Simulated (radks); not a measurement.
The numbers below are computed, except where a source is named.
Hg3+, 77 electrons, occupied as [Xe] 4f14 5d9. Level of theory: Dirac Kohn-Sham, PBE, spin-unpolarised, spherical densities, point nucleus; open shells fill j = l - 1/2 first (a radial shooting solver on a logarithmic mesh with Libxc functionals).

Normalised radial functions P(r) = r R(r) (large component), r in bohr:

| r | 4f7/2 | 5p1/2 | 5d5/2 |
|---|---|---|---|
| 0.0009604 | 0.0000 | 0.0099 | 0.0000 |
| 0.001271 | 0.0000 | 0.0132 | 0.0000 |
| 0.001695 | 0.0000 | 0.0179 | 0.0000 |
| 0.002243 | 0.0000 | 0.0243 | 0.0001 |
| 0.002991 | 0.0000 | 0.0337 | 0.0001 |
| 0.003957 | 0.0000 | 0.0468 | 0.0003 |
| 0.005236 | 0.0000 | 0.0653 | 0.0006 |
| 0.006984 | 0.0000 | 0.0919 | 0.0014 |
| 0.009241 | 0.0001 | 0.1272 | 0.0030 |
| 0.01232 | 0.0003 | 0.1740 | 0.0065 |
| 0.01631 | 0.0008 | 0.2277 | 0.0133 |
| 0.02158 | 0.0022 | 0.2809 | 0.0265 |
| 0.02878 | 0.0060 | 0.3155 | 0.0513 |
| 0.03808 | 0.0155 | 0.2977 | 0.0923 |
| 0.05079 | 0.0389 | 0.1883 | 0.1556 |
| 0.0672 | 0.0896 | -0.0214 | 0.2323 |
| 0.08891 | 0.1915 | -0.2810 | 0.2980 |
| 0.1186 | 0.3806 | -0.4447 | 0.2993 |
| 0.1569 | 0.6635 | -0.3169 | 0.1744 |
| 0.2093 | 1.0245 | 0.1370 | -0.0916 |
| 0.2769 | 1.3396 | 0.5836 | -0.3685 |
| 0.3664 | 1.4754 | 0.5667 | -0.4541 |
| 0.4886 | 1.3401 | -0.0709 | -0.1998 |
| 0.6465 | 0.9979 | -0.8475 | 0.2885 |
| 0.8623 | 0.5881 | -1.2008 | 0.7566 |
| 1.141 | 0.2736 | -0.9740 | 0.9407 |
| 1.51 | 0.0950 | -0.5187 | 0.8246 |
| 2.013 | 0.0221 | -0.1742 | 0.5365 |
| 2.664 | 0.0033 | -0.0365 | 0.2620 |
| 3.553 | 0.0003 | -0.0038 | 0.0859 |
| 4.701 | 0.0000 | -0.0002 | 0.0176 |

4f7/2: eigenvalue -128.04 eV, 0 radial nodes, <r> = 0.486 bohr, 90 % of the charge inside 0.777 bohr. 5p1/2: eigenvalue -113.88 eV, 3 radial nodes at r = 0.0656, 0.194, 0.477 bohr, <r> = 0.969 bohr, 90 % of the charge inside 1.40 bohr. 5d5/2: eigenvalue -41.573 eV, 2 radial nodes at r = 0.192, 0.553 bohr, <r> = 1.41 bohr, 90 % of the charge inside 2.13 bohr.
